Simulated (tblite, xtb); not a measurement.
F₃Lu (SMILES [F][Lu]([F])[F]), singlet, at a GFN2-xTB geometry (such geometries of metal compounds can be far from the true shape). Base run: GFN1-xTB run with xtb.

Geometry (Å):
```xyz
4

Lu     0.0000     0.0000     0.0000
F     -1.5978    -0.9746     0.0465
F      0.0125     1.7453    -0.6773
F      1.5853    -0.7706     0.6308
```
Charge 0, spin multiplicity 1.
All else is at xtb's defaults.
Base energy -16.48747 Eh.

Programs used: tblite, xtb; a row that names a program was run with it.

Variants of this job, named by their change:

```tsv
change	ΔE vs base (kcal/mol)	HOMO-LUMO gap (eV)	G_solv (kcal/mol)	SCF cycles
base	0.000	3.54	-	15
alpb = hexane	…	…	…	15
alpb = acetone	…	…	…	15
etemp = 3000	-0.085	3.56	-	15
file = coord	0.000	3.54	-	15
gbsa = water	-2.26	3.61	-2.33	15
etemp = 5000	-2.30	3.79	-	18
program = tblite; method = gfn1; option = --spin-polarized	0.000	-	-	-
etemp = 1000	0.000	3.54	-	14
program = tblite; method = gfn1; option = (--alpb, water)	…	-	-	-
```

Task: What belongs in the gaps?

Result: 
- alpb = hexane, ΔE vs base (kcal/mol): -1.46
- alpb = hexane, HOMO-LUMO gap (eV): 3.58
- alpb = hexane, G_solv (kcal/mol): -1.48
- alpb = acetone, ΔE vs base (kcal/mol): 4.29
- alpb = acetone, HOMO-LUMO gap (eV): 3.53
- alpb = acetone, G_solv (kcal/mol): 4.29
- program = tblite; method = gfn1; option = (--alpb, water), ΔE vs base (kcal/mol): 4.98

ALPB and GBSA are two models with their own fitted parameters for each solvent, which aren't always the measured dielectric constant.
